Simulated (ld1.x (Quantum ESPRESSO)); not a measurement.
# Ranking TM potentials for Nb (Z = 41)

All share these settings but for the change named:

Nb (Z = 41), norm-conserving Troullier–Martins (Kleinman–Bylander form), made with ld1.x (Quantum ESPRESSO) 7.5 (BLYP, fully relativistic). Core [Ar] 3d10 4s2, reference 4p6 4d4.5 5s0.5 5p0. Waves: 4p (bound): rc 1.60 bohr; 4d (bound): rc 2.40 bohr; 4f channel at 0.15 Ry: rc 2.55 bohr; 5s (bound): rc 2.40 bohr. Local part: the s channel. Core correction: none.

Open shells are filled in proportion to 2j + 1 (rel_dist='average').

Cutoff: the first of the cutoffs (Ry, on a coarse ladder) from which the occupation-weighted sum of valence levels, in a spherical-Bessel basis at the reference potential, stays within 10 and 1 mRy of its value at 400 Ry; the density cutoff is not measured.

The base gives 45 Ry.

Of 7 variants that were run, those that failed, showed a ghost or another fault, or gave nearly equal values are left out.

A variant can come out equal or close to the base.

(1) Rank these variants from softest to hardest (loose cutoff).
A. all radii scaled by about 1.12 (s 2.68, p 1.80, d 2.68, f 2.86 bohr)
B. all radii scaled by about 0.95 (s 2.28, p 1.52, d 2.28, f 2.44 bohr)
C. all radii scaled by about 1.36 (s 3.26, p 2.16, d 3.26, f 3.46 bohr)
D. all radii scaled by about 0.86 (s 2.08, p 1.38, d 2.08, f 2.20 bohr)

Results:

(1) C (25 Ry), A (35 Ry), B (50 Ry), D (60 Ry).
